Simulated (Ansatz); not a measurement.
F₄Nb (SMILES [F][Nb]([F])([F])[F]), doublet, at a GFN2-xTB geometry (such geometries of metal compounds can be far from the true shape) (the multiplicity is a formal guess) (core potentials on Nb). Base run: PBE/def2-SV(P) (Ansatz, an electronic-structure program).

Geometry (Å):
```xyz
5

Nb     0.0000     0.0000     0.0000
F      0.5943     1.1333    -1.2522
F      0.1650    -1.2202     1.2998
F     -0.4513    -1.2351    -1.2150
F     -0.3080     1.3220     1.1674
```
Charge 0, spin multiplicity 2.
Orbitals are unrestricted.
All else is at Ansatz's defaults.

Each row names what was changed in the base input (with any setting that the change needs).

```csv
change,E (Eh),<S^2>
base,-455.87029,0.752
functional = b3lyp5,-456.04095,0.751
functional = wB97X,-456.10423,0.751
functional = hse06,-455.79664,0.752
functional = b3lyp; dispersion = d3bj,-456.23020,0.751
functional = blyp; dispersion = d3bj,-456.17783,0.751
functional = r2scan,-456.08514,0.752
functional = SVWN5,-453.60374,0.752
functional = lc_wpbe,-456.00217,0.752
functional = pbe; dispersion = d3bj,-455.87293,0.752
functional = blyp,-456.17174,0.751
functional = pbe0; dispersion = d3bj,-455.81528,0.752
functional = wB97X-V,-456.02411,0.751
```

Absolute energies of different levels of theory aren't comparable as measures of quality.
